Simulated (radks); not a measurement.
These are the eigenvalues of the occupied orbitals of an atom or ion with whole-number occupations (eV). Method: non-relativistic Kohn-Sham, PBE, spin-polarised, spherical densities, point nucleus; computed with a radial shooting solver on a logarithmic mesh with Libxc functionals.

1s: -73080.86
2s: -12201.93
2p: -11731.12
3s: -2861.552
3p: -2639.626
3d: -2225.610
4s: -609.5911
4p: -513.8545
4d: -337.8738
4f: -102.1605
5s: -92.3126
5p: -62.0925
5d: -15.8338

Which element is it, and in what charge state? The configuration may be excited. Open shells, if any, are filled with parallel spins first.

Answer. Z = 79, gold, charge +1: Au+ in [Xe] 4f14 5d10. The list shows which subshells hold electrons but not how many an open one holds; the 1s level, -2685.7 hartree, gives Z - s = 73.3 by -(Z - s)^2/2, which with screening narrows Z to a few neighbours, and the depths of the outer levels then fix element, charge and occupations together.
